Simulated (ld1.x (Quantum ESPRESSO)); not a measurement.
**An all-electron radial function and its pseudo partner (boron)**

Columns: radius, all-electron u(r) and pseudo u(r) of the 2s shell (level -9.69 eV) of boron in the configuration [He] 2s1.5 2p1.5; PBE, scalar-relativistic, ultrasoft scheme, ld1.x (Quantum ESPRESSO) 7.5.

| r (bohr) | all-electron | pseudo |
| --- | --- | --- |
| 0.113 | 0.2842 | -0.0674 |
| 0.225 | 0.2876 | -0.1351 |
| 0.338 | 0.1716 | -0.2050 |
| 0.450 | 0.0151 | -0.2759 |
| 0.563 | -0.1464 | -0.3486 |
| 0.675 | -0.2925 | -0.4205 |
| 0.788 | -0.4183 | -0.4910 |
| 0.900 | -0.5204 | -0.5565 |
| 1.013 | -0.6013 | -0.6155 |
| 1.125 | -0.6607 | -0.6644 |
| 1.238 | -0.7016 | -0.7020 |
| 1.350 | -0.7261 | -0.7261 |
| 1.463 | -0.7370 | -0.7370 |
| 1.575 | -0.7366 | -0.7366 |
| 1.688 | -0.7271 | -0.7271 |
| 1.800 | -0.7106 | -0.7106 |
| 1.913 | -0.6886 | -0.6886 |
| 2.025 | -0.6628 | -0.6628 |
| 2.138 | -0.6340 | -0.6340 |
| 2.250 | -0.6036 | -0.6036 |
| 2.363 | -0.5719 | -0.5719 |
| 2.475 | -0.5401 | -0.5401 |
| 2.588 | -0.5081 | -0.5081 |
| 2.700 | -0.4769 | -0.4769 |
| 2.813 | -0.4463 | -0.4463 |
| 2.925 | -0.4169 | -0.4169 |

Problem. How many radial nodes do the two functions have?

Solution. The all-electron 2s function has n − l − 1 = 1; the pseudo-wave has 0, since the states of the same l below it are removed with the core.

Problem. At about which radius was the pseudo-wave matched?

Solution. 1.35 bohr, where the columns begin to agree (steps of 0.11 bohr).

Problem. Is the pseudo-wave norm-conserving?

Solution. No, it belongs to an ultrasoft set: the norm inside the radius is not constrained, and the difference is carried by the augmentation charge.
